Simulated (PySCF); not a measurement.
Al(Me)(F)2 (CH3AlF2), SMILES [CH3][Al]([F])[F].

Coordinates come from a B3LYP-D3(BJ)/def2-SVP optimisation. The isomer is the one that the SMILES or the coordinates give; other isomers of the formula were not compared.

These are PySCF 2.14.0 with B3LYP-D3(BJ)/def2-SVP values and carry that method's errors.

Frequencies are harmonic and unscaled.

A small imaginary wavenumber (i) marks a very flat motion, where grid noise or a shallow saddle decides the sign.

```
mode  ν (cm⁻¹)  IR (km/mol)  Raman (Å⁴/amu)  depolarisation  moving atoms (share of kinetic energy)
----  --------  -----------  --------------  --------------  --------------------------------------
1          25i          0.0             0.0               –                                  H 96 %
2          182          4.8             1.3            0.75         F 40 %, H 23 %, C 22 %, Al 14 %
3          238         48.4             1.0            0.75                 Al 58 %, F 22 %, H 16 %
4          255         40.7             0.7            0.74                  F 73 %, Al 15 %, C 9 %
5          596          2.1            14.1            0.09                  C 46 %, F 34 %, H 14 %
6          673         80.7             0.1            0.75                          H 74 %, C 18 %
7          702         24.4             1.0            0.68                          H 73 %, C 20 %
8          846        127.9             0.7            0.74                         Al 45 %, F 45 %
9          946        153.5             0.5            0.75                         Al 52 %, F 45 %
10        1224         20.1             4.0            0.02                          H 79 %, C 21 %
11        1426          1.9            11.7            0.74                                  H 96 %
12        1430          1.4             8.2            0.75                                  H 95 %
13        3029          1.0           125.9            0.01                                  H 97 %
14        3113          1.8            92.5            0.75                           H 91 %, C 9 %
15        3135          2.4            84.7            0.74                           H 91 %, C 9 %
```
